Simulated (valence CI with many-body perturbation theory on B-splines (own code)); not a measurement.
**Level structure of Er35+**

Level of theory: configuration interaction combined with many-body perturbation theory (CI+MBPT): five valence electrons over a frozen Dirac-Fock core [Ar] 3d10, a basis of 11 s, 11 p, 10 d, 8 f, 5 g, 2 h functions for each j, with the one-electron correlation potential Σ1 (screened to all orders), the two-electron term Σ2, the three-electron term Σ3, Breit, model QED; selected single and double excitations, second order for the rest, scaled by the run's own slope (own B-spline code, finite nucleus).

No measured spectrum was set against this ion. As an estimate, large intervals hold to a few tenths of a per cent, small ones and those within an open d or f shell to about a per cent. Among the levels kept, up to 2100 cm⁻¹ of a level comes from second order outside the variational space, and about a tenth of that is noise between levels of different J, which matters for small intervals.

Levels 91 to 135 of 173, with energies above the lowest level, (4s^2 4p1/2^2 4p3/2) J=3/2. "Leading %" is the weight of the configuration and term that name the level; weights of strongly mixed levels are sums over their largest components and can fall short. In the jj column 3d3/2^4 stands for four electrons in 3d with j = 3/2. Lifetimes count E1, E2, E3, M1 and M2 decay at the calculated energies, and are blank where another channel may lead or the interval is too uncertain; long ones can be off by a factor of two.

| No. | Configuration | Term | J | E (Ry) | Leading % | g | Second component | Lifetime | Leading jj |
| --- | --- | --- | --- | --- | --- | --- | --- | --- | --- |
| 91 | 4s4p³4d | ⁴D° | 5/2 | 25.751 | 24 | 1.236 | 20 % 4s4p³4d ⁴P° | 2.78 ps | 4s 4p1/2 4p3/2^2 4d5/2 (54 %) |
| 92 | 4s²4p4d² | ⁴D° | 5/2 | 25.838 | 11 | 1.145 | 10 % 4s4p³4d ²F° | 3.27 ps | 4s 4p1/2 4p3/2^2 4d5/2 (34 %) |
| 93 | 4s4p³4d | ²F° | 7/2 | 25.938 | 35 | 1.120 | 10 % 4s4p³4d ²G° | 6.42 ps | 4s 4p1/2 4p3/2^2 4d5/2 (60 %) |
| 94 | 4s4p³4d | ⁴D° | 3/2 | 25.938 | 22 | 1.240 | 12 % 4s4p³4d ⁴P° | 1.58 ps | 4s 4p1/2 4p3/2^2 4d3/2 (46 %) |
| 95 | 4s4p³4d | ⁴D° | 1/2 | 25.943 | 32 | 0.455 | 20 % 4s4p³4d ²P° | 1.24 ps | 4s 4p1/2 4p3/2^2 4d3/2 (67 %) |
| 96 | 4s4p³4d | ⁴S° | 3/2 | 26.055 | 14 | 1.286 | 13 % 4s4p³4d ²P° | 1.82 ps | 4s 4p1/2 4p3/2^2 4d5/2 (59 %) |
| 97 | 4s4p³4d | ⁴P° | 5/2 | 26.061 | 29 | 1.267 | 13 % 4s²4p4d² ²F° | 1.74 ps | 4s 4p1/2 4p3/2^2 4d5/2 (45 %) |
| 98 | 4s4p³4d | ²P° | 1/2 | 26.070 | 35 | 0.946 | 12 % 4p⁵ ²P° | 907 fs | 4s 4p1/2 4p3/2^2 4d3/2 (63 %) |
| 99 | 4s²4p4d² | ⁴D° | 3/2 | 26.103 | 11 | 1.041 | 10 % 4s4p³4d ²D° | 1.17 ps | 4s 4p1/2 4p3/2^2 4d3/2 (26 %) |
| 100 | 4s4p³4d | ²F° | 7/2 | 26.199 | 22 | 1.148 | 19 % 4s²4p²4f ²F° | 3.27 ps | 4s 4p1/2 4p3/2^2 4d5/2 (43 %) |
| 101 | 4s²4p4d² | ⁴D° | 5/2 | 26.249 | 12 | 1.179 | 12 % 4s²4p4d² ⁴F° | 1.35 ps | 4s^2 4p1/2 4d3/2 4d5/2 (43 %) |
| 102 | 4s4p³4d | ²F° | 7/2 | 26.277 | 14 | 1.246 | 13 % 4s²4p4d² ⁴D° | 4.41 ps | 4s 4p1/2 4p3/2^2 4d5/2 (44 %) |
| 103 | 4s4p³4d | ²D° | 5/2 | 26.360 | 30 | 1.197 | 17 % 4s²4p²4f ²D° | 1.36 ps | 4s 4p1/2 4p3/2^2 4d5/2 (38 %) |
| 104 | 4s²4p4d² | ⁴G° | 9/2 | 26.401 | 28 | 1.163 | 21 % 4s²4p²4f ⁴G° | 5.81 ps | 4s^2 4p1/2 4d5/2^2 (41 %) |
| 105 | 4s4p³4d | ²G° | 9/2 | 26.423 | 54 | 1.109 | 12 % 4s²4p4d² ²H° | 5.17 ps | 4s 4p1/2 4p3/2^2 4d5/2 (55 %) |
| 106 | 4s4p³4d | ²F° | 7/2 | 26.489 | 21 | 1.157 | 8 % 4s4p³4d ⁴D° | 2.87 ps | 4s 4p1/2 4p3/2^2 4d5/2 (46 %) |
| 107 | 4s4p³4d | ²D° | 3/2 | 26.504 | 12 | 1.166 | 11 % 4s²4p4d² ⁴P° | 1.33 ps | 4s^2 4p1/2 4d3/2 4d5/2 (26 %) |
| 108 | 4s²4p²4f | ⁴G° | 5/2 | 26.585 | 21 | 0.936 | 10 % 4s4p³4d ²F° | 1.40 ps | 4s^2 4p1/2 4p3/2 4f5/2 (49 %) |
| 109 | 4s²4p²4f | ⁴F° | 3/2 | 26.621 | 26 | 0.874 | 23 % 4s4p³4d ²D° | 1.49 ps | 4s^2 4p1/2 4p3/2 4f5/2 (34 %) |
| 110 | 4s4p³4d | ²F° | 5/2 | 26.657 | 39 | 1.010 | 17 % 4s4p³4d ²D° | 4.54 ps | 4s 4p1/2 4p3/2^2 4d5/2 (66 %) |
| 111 | 4s4p³4d | ⁴D° | 7/2 | 26.730 | 21 | 1.201 | 10 % 4s²4p4d² ⁴D° | 1.42 ps | 4s 4p1/2 4p3/2^2 4d5/2 (50 %) |
| 112 | 4s²4p²4f | ²G° | 7/2 | 26.770 | 29 | 1.012 | 28 % 4s²4p²4f ⁴G° | 1.27 ps | 4s^2 4p1/2 4p3/2 4f5/2 (59 %) |
| 113 | 4s4p³4d | ²P° | 3/2 | 26.779 | 19 | 1.244 | 12 % 4s4p³4d ²D° | 1.48 ps | 4s 4p1/2 4p3/2^2 4d5/2 (36 %) |
| 114 | 4s²4p²4f | ⁴G° | 9/2 | 26.795 | 34 | 1.185 | 19 % 4s²4p²4f ⁴F° | 1.79 ps | 4s^2 4p1/2 4p3/2 4f7/2 (49 %) |
| 115 | 4s²4p²4f | ²H° | 11/2 | 26.851 | 55 | 1.162 | 34 % 4s²4p²4f ⁴G° | 5.11 ps | 4s^2 4p1/2 4p3/2 4f7/2 (88 %) |
| 116 | 4s²4p²4f | ²G° | 9/2 | 27.014 | 30 | 1.142 | 22 % 4s²4p²4f ⁴F° | 1.71 ps | 4s^2 4p1/2 4p3/2 4f5/2 (40 %) |
| 117 | 4s4p³4d | ⁴D° | 1/2 | 27.039 | 23 | 0.740 | 18 % 4s4p³4d ²S° | 1.45 ps | 4s 4p1/2 4p3/2^2 4d5/2 (46 %) |
| 118 | 4s²4p²4f | ⁴F° | 3/2 | 27.088 | 18 | 0.973 | 11 % 4s4p³4d ²D° | 1.56 ps | 4s 4p1/2 4p3/2^2 4d5/2 (36 %) |
| 119 | 4s²4p²4f | ⁴D° | 5/2 | 27.110 | 17 | 1.036 | 12 % 4s²4p²4f ⁴F° | 1.40 ps | 4s 4p1/2 4p3/2^2 4d5/2 (27 %) |
| 120 | 4s²4p²4f | ²D° | 3/2 | 27.147 | 22 | 0.997 | 21 % 4s4p³4d ²P° | 1.05 ps | 4s^2 4p1/2 4p3/2 4f5/2 (31 %) |
| 121 | 4s²4p²4f | ⁴D° | 7/2 | 27.181 | 20 | 1.163 | 11 % 4s²4p²4f ²G° | 1.20 ps | 4s^2 4p1/2 4p3/2 4f5/2 (29 %) |
| 122 | 4s²4p4d² | ⁴P° | 3/2 | 27.323 | 11 | 1.187 | 8 % 4s²4p4d² ²D° | 1.22 ps | 4s 4p1/2 4p3/2^2 4d5/2 (33 %) |
| 123 | 4s²4p²4f | ²F° | 5/2 | 27.324 | 12 | 1.024 | 11 % 4s4p³4d ²F° | 1.06 ps | 4s^2 4p1/2 4p3/2 4f5/2 (29 %) |
| 124 | 4s²4p4d² | ²P° | 1/2 | 27.356 | 17 | 0.746 | 15 % 4s²4p²4f ²P° | 1.23 ps | 4s^2 4p1/2 4p3/2 4f5/2 (28 %) |
| 125 | 4s²4p4d² | ⁴D° | 5/2 | 27.366 | 15 | 1.136 | 12 % 4s²4p4d² ²F° | 1.51 ps | 4s^2 4p1/2 4d5/2^2 (36 %) |
| 126 | 4s²4p²4f | ²F° | 7/2 | 27.511 | 18 | 1.123 | 11 % 4s²4p²4f ⁴F° | 1.39 ps | 4s^2 4p1/2 4p3/2 4f7/2 (30 %) |
| 127 | 4s²4p²4f | ²G° | 9/2 | 27.681 | 38 | 1.020 | 29 % 4s²4p4d² ²H° | 1.78 ps | 4s^2 4p1/2 4p3/2 4f7/2 (37 %) |
| 128 | 4s4p³4d | ²S° | 1/2 | 27.692 | 16 | 0.848 | 14 % 4s²4p²4f ²P° | 1.14 ps | 4s 4p1/2 4p3/2^2 4d5/2 (33 %) |
| 129 | 4s²4p²4f | ²P° | 3/2 | 27.739 | 19 | 1.170 | 14 % 4s²4p²4f ⁴D° | 1.16 ps | 4s 4p1/2 4p3/2^2 4d5/2 (40 %) |
| 130 | 4s²4p²4f | ²D° | 5/2 | 27.792 | 27 | 1.178 | 9 % 4s²4p²4f ²F° | 1.24 ps | 4s^2 4p1/2 4p3/2 4f7/2 (49 %) |
| 131 | 4s²4p²4f | ²F° | 5/2 | 28.006 | 17 | 0.968 | 15 % 4s4p³4d ²F° | 1.25 ps | 4s 4p1/2 4p3/2^2 4d5/2 (42 %) |
| 132 | 4s²4p²4f | ²F° | 7/2 | 28.048 | 27 | 1.085 | 14 % 4s²4p4d² ²G° | 960 fs | 4s^2 4p1/2 4p3/2 4f7/2 (31 %) |
| 133 | 4s²4p4d² | ²P° | 1/2 | 28.101 | 27 | 0.814 | 21 % 4p⁵ ²P° | 1.00 ps | 4s^2 4p1/2 4d5/2^2 (28 %) |
| 134 | 4s4p³4d | ²D° | 3/2 | 28.402 | 19 | 1.006 | 17 % 4s²4p²4f ²D° | 949 fs | 4s 4p1/2 4p3/2^2 4d5/2 (35 %) |
| 135 | 4s4p³4d | ⁴P° | 1/2 | 28.964 | 40 | 2.005 | 12 % 4s4p³4d ²P° | 1.11 ps | 4s 4p3/2^3 4d3/2 (60 %) |

Where two levels of one J and parity lie close, their mixing, g and order are uncertain.
